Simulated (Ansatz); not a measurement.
## ClFH2SiSn2: which of two structures lies lower

We compare a, a triplet given by its coordinates, with b, a singlet given by its coordinates. Both are isolated molecules in the gas phase, relaxed with PBE0-D3(BJ)/def2-SVP.

a (Å):

```xyz
7

Cl   -2.5860   -3.0577    1.0260
F    -2.4531   -1.4246   -2.2631
Si   -1.3879   -2.6690   -2.2610
Sn   -0.1671   -2.6685    0.0984
Sn   -1.7382   -0.6060    1.5847
H    -0.4639   -2.4542   -3.4214
H    -2.1559   -3.9283   -2.5101
```

Close contacts (Å): Cl1–Sn4 2.62, Cl1–Sn5 2.65, F2–Si3 1.64, Si3–Sn4 2.66, Sn4–Sn5 2.99, Si3–H6 1.50, Si3–H7 1.50.

b (Å):

```tsv
atom	x (Å)	y (Å)	z (Å)
Cl	-0.4027	-3.3110	1.2098
F	-2.3914	-0.0891	-1.1175
Si	0.1347	-1.3054	1.0467
Sn	-1.8367	0.7147	0.8334
Sn	-0.2331	0.1006	-1.3801
H	1.5620	-1.2627	0.5724
H	0.2014	-0.7470	2.4425
```

Close contacts (Å): Cl1–Si3 2.08, F2–Sn4 2.18, F2–Sn5 2.18, Si3–Sn4 2.83, Si3–Sn5 2.83, Sn4–Sn5 2.80, Si3–H6 1.50, Si3–H7 1.50.

Problem. Which of the two would you expect CCSD(T)/def2-SVP + ΔMP2/def2-TZVPP electronic energies to favour?

Solution. Too close to call at this level: CCSD(T)/def2-SVP + ΔMP2/def2-TZVPP gives E(b) − E(a) = +0.61 kJ/mol.

The same difference at several levels:

```
                             level              geometry  E(b) − E(a) (kJ/mol)  departure from the last row (kJ/mol)  job, with rough time for the two
              PBE0-D3(BJ)/def2-SVP  PBE0-D3(BJ)/def2-SVP                  +10.21                                 +9.60                optimisation, 84 s
                       HF/def2-SVP  PBE0-D3(BJ)/def2-SVP                 +116.84                               +116.23           part of the CCSD(T) run
                      MP2/def2-SVP  PBE0-D3(BJ)/def2-SVP                  +11.49                                +10.88           part of the CCSD(T) run
                  CCSD(T)/def2-SVP  PBE0-D3(BJ)/def2-SVP                  +14.23                                +13.62                      single point
CCSD(T)/def2-SVP + ΔMP2/def2-TZVPP  PBE0-D3(BJ)/def2-SVP                   +0.61                                                      single point, 78 s
```

The largest departure from CCSD(T)/def2-SVP + ΔMP2/def2-TZVPP is that of HF/def2-SVP, 116.23 kJ/mol. Levels run at GFN2-xTB geometries aren't shown. The last row adds to CCSD(T) the change of the MP2 difference between the two basis sets, here −13.62 kJ/mol, a large step that makes the value less sure. The triplet state of a needn't be its ground state.

With harmonic frequencies from PBE0-D3(BJ)/def2-SVP (ideal gas, rigid rotor, one conformer each, 298.15 K, 1 atm): on the last row, ΔE + ΔZPE = −1.82 kJ/mol. A mode under 50 cm⁻¹ makes harmonic enthalpies and free energies unreliable, so none is given.

Open shells are spin-unrestricted. The correlated steps freeze 19 core orbitals; the filled d shell of Sn is correlated, in a basis made for valence electrons. Atoms past krypton carry core potentials in the def2 sets and no spin–orbit term is included. ΔG holds the spin degeneracy. Codes used: Ansatz 0.2.0; the last row on 2 threads of Intel(R) Xeon(R) 6975P-C (Granite Rapids) on a shared host.
